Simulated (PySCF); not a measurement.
Theoretical values (PySCF 2.14): PBE0/pcSseg-1 with gauge-including orbitals, coordinates at the PBE0-D3(BJ)/def2-SVP level. Non-relativistic Hamiltonian, averaged over atoms made equivalent by symmetry, fast rotation or ring inversion, no solvent, one computed conformer.

Shifts are taken against calculated references (same method and geometry level): ¹H (σref 31.27), ¹³C (σref 184.41) against TMS. Shifts are as computed. Against solution values, carbons near 30 ppm lie about +2 ppm off and those near 130 ppm about +5 ppm. Of 1313 compounds with measured shifts, 239 miss one by over three times the rms of a fit or turn the order of signals round; such compounds aren't used in these exercises.

How many ¹³C and ¹H signals does each give (equivalence by symmetry and fast rotation, but not about amide C–N or C=N bonds)? `C=C(O[SiH3])C1CC1`, `C=C/C=C(/C)O[SiH3]`, `C=C/C=C/O[SiH2]C`, `C=CC[SiH2]OC=C`

Answers

C=C(O[SiH3])C1CC1: 4 C, 6 H; C=C/C=C(/C)O[SiH3]: 5 C, 6 H; C=C/C=C/O[SiH2]C: 5 C, 7 H; C=CC[SiH2]OC=C: 5 C, 8 H.
